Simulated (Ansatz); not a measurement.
Reaction (ligand exchange at the Si–C bond): `BOC(O)[SiH3]` + `OCO` → `OCO[SiH3]` + `BOCO`

Program: Ansatz. Geometries: PBE0-D4/def2-TZVP. ΔE: electronic, gas phase. CBS: MP2 limit from def2 TZ/QZ plus the TZ coupled-cluster correction, frozen cores. This one scheme is used for every species. Each species was taken in one conformer, which may not be the lowest.

| level | ΔE (kJ/mol) |
| --- | --- |
| HF/def2-QZVPP | -131.1 |
| SCS-MP2/def2-QZVPP | -112.7 |

Task: What does CCSD(T)/CBS give? (Best estimate.)

Result: Computed: -105.0 kJ/mol. The listed levels differ from it by -26.1, -7.7 kJ/mol.

Largest T1 diagnostic among the species: 0.014.

The D4 term adds +3.4 kJ/mol with B3LYP and +1.9 kJ/mol with PBE0; it sums over pairs of atoms, weighted by their polarisabilities, and B3LYP, whose exchange is more repulsive, gets the larger term. In def2-TZVPP, CCSD(T) changes the Hartree–Fock value by +23.8 kJ/mol (the triples alone add +3.3 kJ/mol) and MP2 by +20.3 kJ/mol.

CCSD(T)/CBS has its own doubt, a few kJ/mol and more with outer-core shells, so smaller differences from it don't rank the levels.

B3LYP here is the variant with VWN-RPA as its local correlation; programs differ in this.
